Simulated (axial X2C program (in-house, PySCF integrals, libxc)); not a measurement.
Ω levels of CeCl from open-shell CI on f1 s2 d(πδ)0

Calculated with an in-house all-electron X2C program for linear molecules (integrals from PySCF): two-component X2C with atomic mean-field Coulomb terms (Gaunt term off), basis Ce dyall-v3z, Cl dyall-av3z (cores contracted in-house). Orbitals come from Hartree–Fock averaged over the configuration Ce f1 s2 d(πδ)0; CI then distributes these electrons over the f, s, d(πδ) shells of Ce.

R = 2.552 Å (near the minimum of the configuration average).

Active spinors (ω > 0):

```
shell    ω  ε (eV)          character
    f  5/2    6.29          100% Ce f
    f  3/2    6.36          100% Ce f
    f  1/2    6.38           99% Ce f
    f  7/2    6.49          100% Ce f
    f  5/2    6.56          100% Ce f
    f  3/2    6.59          100% Ce f
    f  1/2    6.59           99% Ce f
d(πδ)  3/2    1.31           99% Ce d
d(πδ)  5/2    1.39           99% Ce d
d(πδ)  1/2    1.64  85% Ce d, 6% Ce p
d(πδ)  3/2    1.72  86% Ce d, 5% Ce p
```

Filled shells are left out: they mix freely with the closed shells.

Lowest levels of this model:

```csv
Ω,energy (cm⁻¹),g∥,μ (D),configuration
5/2,0,4.18,-3.24,98% f1 s2
3/2,644,2.41,-3.24,98% f1 s2
1/2,1176,0.70,-3.20,98% f1 s2
7/2,2172,8.00,-3.25,98% f1 s2
5/2,2700,5.82,-3.24,98% f1 s2
3/2,3192,3.59,-3.20,98% f1 s2
1/2,3591,1.30,-3.14,98% f1 s2
7/2,12781,4.30,-4.66,99% f1 s1 d(πδ)1
1/2,13182,0.17,-4.62,100% f1 s1 d(πδ)1
3/2,13303,2.30,-4.56,100% f1 s1 d(πδ)1
9/2,13517,8.51,-4.61,99% f1 s1 d(πδ)1
5/2,13581,3.88,-4.63,100% f1 s1 d(πδ)1
1/2,13585,1.26,-4.61,100% f1 s1 d(πδ)1
3/2,13871,2.28,-4.56,100% f1 s1 d(πδ)1
5/2,13920,4.48,-4.62,100% f1 s1 d(πδ)1
7/2,13955,7.01,-4.58,100% f1 s1 d(πδ)1
9/2,14174,10.23,-4.42,99% f1 s1 d(πδ)1
7/2,14495,8.86,-4.51,99% f1 s1 d(πδ)1
11/2,14598,12.21,-4.69,100% f1 s1 d(πδ)1
9/2,15526,10.04,-4.55,99% f1 s1 d(πδ)1
13/2,15830,16.00,-4.68,100% f1 s1 d(πδ)1
9/2,16383,11.26,-4.55,99% f1 s1 d(πδ)1
11/2,16420,13.77,-4.73,100% f1 s1 d(πδ)1
```

g∥ is the magnitude of 2⟨Lz + ge Sz⟩ for the +Ω component. μ is positive if the Cl end is positive.

(1) From Ω and g∥ of the lowest level, whose 2⟨Lz + ge Sz⟩ is positive, find ⟨Sz⟩ and ⟨Lz⟩ (ge = 2.0023).

Occupations of the active spinors in the lowest level by ω, shell by shell in order of energy: -7/2: 0.00; -5/2: 0.00 0.00 0.00; -3/2: 0.00 0.00 0.00 0.00; -1/2: 0.00 0.00 0.99 0.00; 1/2: 0.00 0.00 0.98 0.00; 3/2: 0.00 0.00 0.01 0.00; 5/2: 0.99 0.00 0.00; 7/2: 0.00. The leading determinant has weight 0.98 among 190.

This point took 2.3 s on 1 thread of Arm Neoverse V2 (shared host).

Dynamic correlation is missing, so gaps between terms are too wide and other configurations may lie lower; the lowest level listed is that of this model, not necessarily the ground state. At most 4 roots were kept for each Ω > 0 (twice that for Ω = 0) within 2.2 eV of the lowest, so higher up levels can be missing between those listed; levels with Ω > 0 are doubly degenerate and listed once, Ω = 0 levels singly. States that fill the shells left empty in the average are placed too high.

Results:

(1) Ω = ⟨Lz⟩ + ⟨Sz⟩ = 5/2 and ⟨Lz⟩ + ge⟨Sz⟩ = 2.090, so ⟨Sz⟩ = -0.41 and ⟨Lz⟩ = 2.91.
